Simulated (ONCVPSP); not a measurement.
## Ir (Z = 77): one change to an ONCV potential, before and after

```
Element                 : Ir (Z = 77)
Generator               : ONCVPSP 4.0.1
Type                    : optimised norm-conserving Vanderbilt (ONCV)
Functional              : PBE
Relativity              : scalar-relativistic
Frozen core             : [Xe] 4f14
Valence charge          : 9
Reference configuration : 5d7 6s1.5 6p0.5
Partial waves           : 6s: rc 2.10 bohr, ncon 5, nbas 9, qcut 3.5 1/bohr, 1 projector; 6p: rc 2.75 bohr, ncon 4, nbas 8, qcut 2.4 1/bohr, 2 projectors, debl 0.5 Ha; 5d: rc 1.65 bohr, ncon 4, nbas 8, qcut 6.5 1/bohr, 2 projectors, debl 2.5 Ha
Local potential         : polynomial inside 1.55 bohr (lpopt 1, dvloc0 0 Ha)
Core correction         : polynomial model core, fcfact 0.65
```

Change: p: debl 6.

Cutoffs: the cutoffs (Ha) at which the residual kinetic energy of the hardest occupied pseudo-wave falls to 1 and 0.1 mHa per electron; they do not see the model core or the augmentation charge, which bear on the density cutoff. Errors are all-electron minus pseudo energies relative to the spin-unpolarised reference configuration.

How do hardness, ghosts and transferability respond?

The potential gets neither clearly harder nor softer (25 Ha and 49 Ha → 25 Ha and 49 Ha); both files keep a bound ghost (s); the lowest positive-energy flag moves from p at 26.6 eV to p at 146.0 eV; the errors of the 4 common tests hardly move; the range in which the p phases agree widens (upper end 0.9 → 2.3).

| quantity | base | changed |
| --- | --- | --- |
| cutoff, loose | 25 Ha | 25 Ha |
| cutoff, tight | 49 Ha | 49 Ha |
| bound ghosts | s | s |
| GHOST(+) flags under 300 eV | p at 26.6 eV | p at 146.0 eV, p at 297.8 eV |
| error for 5d7 6s2 6p0, meV [ΔE -2.60 eV] | +0.1 | +0.1 |
| error for 5d7 6s1 6p0, meV [ΔE 7.28 eV] | -8.1 | -8.0 |
| error for 5d7 6s0 6p0, meV [ΔE 24.74 eV] | -44 | -44 |
| error for 5d6 6s2 6p1, meV [ΔE 4.56 eV] | -73 | -76 |
| s: phases at 2.13 bohr within 0.05 rad from the reference energy up to (Ha; the scan ends near 5) | 1.6 | 1.6 |
| p: phases at 2.79 bohr within 0.05 rad from the reference energy up to (Ha; the scan ends near 5) | 0.9 | 2.3 |
| d: phases at 1.68 bohr within 0.05 rad from the reference energy up to (Ha; the scan ends near 5) | to the end of the scan | to the end of the scan |
| rms error of d²Exc/dni dnj with the model core, mHa | 0.33 | 0.33 |

 A true bound ghost makes a file unfit for plane-wave use even where its test errors are small: the radial tests pick states by their node count and pass the ghost by.
